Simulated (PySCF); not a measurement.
# Working out the ionisation energy of Co⁺

Co⁺ [Ar] 3d8 (3F) → Co²⁺ [Ar] 3d7 (4F). All numbers are calculated (PySCF 2.14, the non-relativistic Hamiltonian (point nucleus), in def2-TZVP). Frozen: [Ar]. Energies in hartree (1 hartree = 27.21139 eV):

```tsv
part	Co⁺ (lower)	Co²⁺ (upper)
UHF	-1381.107253	-1380.579251
MP2 opposite-spin	-0.142399	-0.081670
MP2 same-spin	-0.087550	-0.062796
```

Task: What does Hartree-Fock give?

Result: (-1380.579251) − (-1381.107253) = 0.528002 hartree = 14.368 eV.

Task: What do MP2 and SCS-MP2 (6/5 opposite-spin, 1/3 same-spin) give?

Result: The opposite-spin parts differ by 1.653 eV and the same-spin parts by 0.674 eV. MP2: 14.368 + (1.653) + (0.674) = 16.695 eV. SCS-MP2: 14.368 + 1.2 × (1.653) + (0.674)/3 = 16.576 eV.

Reference: 17.084 eV (measured; NIST Atomic Spectra Database, ionization energies), between the lowest levels; spin-orbit coupling is absent from the calculation.

The calculation is non-relativistic.

What remains against the reference includes basis incompleteness, the frozen core and correlation beyond second order.
